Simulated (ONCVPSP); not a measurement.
## What the settings do to the ONCV potential of phosphorus (P)

Base potential:

```
Element                 : phosphorus (P)
Generator               : ONCVPSP 4.0.1
Type                    : optimised norm-conserving Vanderbilt (ONCV)
Functional              : PBE
Relativity              : scalar-relativistic
Frozen core             : [Ne]
Valence charge          : 5
Reference configuration : 3s2 3p1.5 (charge +1.5)
Partial waves           : 3s: rc 1.30 bohr, ncon 4, nbas 7, qcut 5.5 1/bohr, 1 projector; 3p: rc 1.85 bohr, ncon 4, nbas 8, qcut 4.4 1/bohr, 2 projectors, debl 2.5 Ha; d scattering state at 0.2 Ha: rc 1.30 bohr, ncon 5, nbas 9, qcut 6.4 1/bohr, local
Local potential         : the d channel
Core correction         : polynomial model core, fcfact 0.3
```

All-electron outer shells of the reference configuration (PBE, scalar-relativistic, ld1.x):

```
shell  level (eV)  outermost node (bohr)  outermost maximum (bohr)
   2s     -190.82                   0.14                      0.42
   2p     -141.36                      –                      0.36
   3s      -28.48                   0.65                      1.54
   3p      -19.10                   0.64                      1.72
```

Cutoffs, loose and tight: the cutoffs (Ha) at which the residual kinetic energy of the hardest occupied pseudo-wave falls to 1 and 0.1 mHa per electron. They do not see the model core or the augmentation charge, which bear on the density cutoff. Test errors are all-electron minus pseudo excitation energies from the reference, over the configurations 3s2 3p3; 3s2 3p2; 3s2 3p1; 3s1 3p4. A dash means not determined; rows that change the core or the reference have their own tests.

```csv
change,outcome,"cutoff, loose","cutoff, tight",bound ghosts,GHOST(+) flags above zero,largest test error (meV)
base,generated,12 Ha,66 Ha,none,none,+8.5
"core correction polynomial model core, fcfact 0.18",generated,12 Ha,66 Ha,none,none,+8.6
"core correction polynomial model core, fcfact 0.36",generated,12 Ha,66 Ha,none,none,+8.4
"core correction polynomial model core, fcfact 0.6",generated,12 Ha,66 Ha,none,none,+8.1
"core correction polynomial model core, fcfact 0.8",generated,12 Ha,66 Ha,none,none,+8.0
"core correction polynomial model core, fcfact 1",generated,12 Ha,66 Ha,none,none,+7.9
"core correction polynomial model core, fcfact 1.2",generated,12 Ha,66 Ha,none,none,+7.9
```

Reading the sweep of the fcfact (base included, trends over the rows without a ghost): The loose cutoff stays near 12 Ha. The median size of the test errors (rows with all tests solved) stays near 2.9 meV.
